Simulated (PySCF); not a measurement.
PySCF input (M06-2X/6-311+G**):

```python
from pyscf import gto, dft

mol = gto.M(
    atom='''
    S     0.08993900    0.00028500   -0.00039200
    H    -1.22735200   -0.00389600    0.00534800
    H    -0.05803800    1.64023700    0.02031800
    H    -0.04779900   -1.64057300   -0.01985700
    H    -0.04570700   -0.02023300    1.64062800
    H    -0.06013000    0.01989700   -1.64016700
    ''',
    basis='6-311+g**',
    charge=-1,
    spin=0,
    verbose=4,
)

mf = dft.RKS(mol, xc='m062x')
mf.grids.level = 4
mf.conv_tol = 1e-9
mf.max_cycle = 100
mf.max_memory = 1500
mf.kernel()
if not mf.converged:
    mf = mf.newton()
    mf.kernel(mf.make_rdm1())
mf.dip_moment()
```

Output:

```
PySCF version 2.14.0

[INPUT] verbose = 4
[INPUT] num. atoms = 6
[INPUT] num. electrons = 22
[INPUT] charge = -1
[INPUT] spin (= nelec alpha-beta = 2S) = 0
[INPUT] symmetry False subgroup None
[INPUT] Mole.unit = angstrom
[INPUT] Symbol           X                Y                Z      unit          X                Y                Z       unit  Magmom
[INPUT]  1 S      0.089939000000   0.000285000000  -0.000392000000 AA    0.169960077917   0.000538571946  -0.000740772641 Bohr   0.0
[INPUT]  2 H     -1.227352000000  -0.003896000000   0.005348000000 AA   -2.319359138437  -0.007362372981   0.010106255314 Bohr   0.0
[INPUT]  3 H     -0.058038000000   1.640237000000   0.020318000000 AA   -0.109675924818   3.099598709378   0.038395455399 Bohr   0.0
[INPUT]  4 H     -0.047799000000  -1.640573000000  -0.019857000000 AA   -0.090327019028  -3.100233657356  -0.037524291655 Bohr   0.0
[INPUT]  5 H     -0.045707000000  -0.020233000000   1.640628000000 AA   -0.086373711975  -0.038234828678   3.100337592293 Bohr   0.0
[INPUT]  6 H     -0.060130000000   0.019897000000  -1.640167000000 AA   -0.113629231870   0.037599880700  -3.099466428550 Bohr   0.0

nuclear repulsion = 29.2776423048997
number of shells = 34
number of NR pGTOs = 89
number of NR cGTOs = 60
basis = 6-311+g**
ecp = {}

******** <class 'pyscf.dft.rks.RKS'> ********
method = RKS
initial guess = minao
damping factor = 0
level_shift factor = 0
DIIS = <class 'pyscf.scf.diis.CDIIS'>
diis_start_cycle = 1
diis_space = 8
diis_damp = 0
SCF conv_tol = 1e-09
SCF conv_tol_grad = None
SCF max_cycles = 100
direct_scf = True
direct_scf_tol = 1e-13
XC library pyscf.dft.libxc version 7.1.2
    S. Lehtola, C. Steigemann, M. J. T. Oliveira, and M. A. L. Marques,  SoftwareX 7, 1–5 (2018)
XC functionals = m062x
    Y. Zhao and D. G. Truhlar,  Theor. Chem. Acc. 120, 215 (2008)
    Y. Zhao and D. G. Truhlar,  Theor. Chem. Acc. 120, 215 (2008)
radial grids:
    Treutler-Ahlrichs [JCP 102, 346 (1995); DOI:10.1063/1.469408] (M4) radial grids

becke partition: Becke, JCP 88, 2547 (1988); DOI:10.1063/1.454033
pruning grids: <function nwchem_prune>
grids dens level: 4
symmetrized grids: False
atomic radii adjust function: <function treutler_atomic_radii_adjust>
small_rho_cutoff = 0
Set gradient conv threshold to 3.16228e-05
Initial guess from minao.
tot grids = 107232
init E= -400.782257097598
  HOMO = -0.154870933904588  LUMO = -0.000559395493550968  gap/eV = 4.19903
cycle= 1 E= -400.938880569393  delta_E= -0.157  |g|=  0.2  |ddm|= 2.34
  HOMO = 0.011411537272902  LUMO = 0.183310051750023  gap/eV = 4.67760
cycle= 2 E= -400.953478099514  delta_E= -0.0146  |g|= 0.0933  |ddm|= 1.54
  HOMO = -0.0150343492663414  LUMO = 0.174900320768568  gap/eV = 5.16839
cycle= 3 E= -400.955749687746  delta_E= -0.00227  |g|= 0.0431  |ddm|= 0.209
  HOMO = -0.0138716003197727  LUMO = 0.176547201269566  gap/eV = 5.18156
cycle= 4 E= -400.956237394172  delta_E= -0.000488  |g|= 0.00826  |ddm|= 0.139
  HOMO = -0.0163660128184783  LUMO = 0.175668917851614  gap/eV = 5.22554
cycle= 5 E= -400.956264831844  delta_E= -2.74e-05  |g|= 0.00138  |ddm|= 0.0463
  HOMO = -0.0163218666753195  LUMO = 0.175602878071523  gap/eV = 5.22254
cycle= 6 E= -400.956266850865  delta_E= -2.02e-06  |g|= 0.000482  |ddm|= 0.0174
  HOMO = -0.0164053603288495  LUMO = 0.17559590339378  gap/eV = 5.22462
cycle= 7 E= -400.956267374977  delta_E= -5.24e-07  |g|= 0.000164  |ddm|= 0.00958
  HOMO = -0.0164449086382699  LUMO = 0.175599216167663  gap/eV = 5.22579
cycle= 8 E= -400.956267439763  delta_E= -6.48e-08  |g|= 3.23e-05  |ddm|= 0.00364
  HOMO = -0.0164521715982048  LUMO = 0.175599935588761  gap/eV = 5.22600
cycle= 9 E= -400.956267441714  delta_E= -1.95e-09  |g|= 4.25e-06  |ddm|= 0.000551
  HOMO = -0.0164519665037977  LUMO = 0.175599940713772  gap/eV = 5.22600
cycle= 10 E= -400.956267441735  delta_E= -2.06e-11  |g|= 4.94e-07  |ddm|= 0.00011
  HOMO = -0.01645187520369  LUMO = 0.175599986024213  gap/eV = 5.22600
Extra cycle  E= -400.956267441733  delta_E= 1.42e-12  |g|= 1.53e-07  |ddm|= 9.98e-06
converged SCF energy = -400.956267441733

WARN: System has nonzero charge -1; the dipole moment is origin-dependent.
Location of origin: [0. 0. 0.]

Dipole moment(X, Y, Z, Debye):  0.36963,  0.00116, -0.00161
```

The dipole moment of an ion depends on the origin.

The geometry given is a B3LYP-D3(BJ)/def2-TZVP minimum.
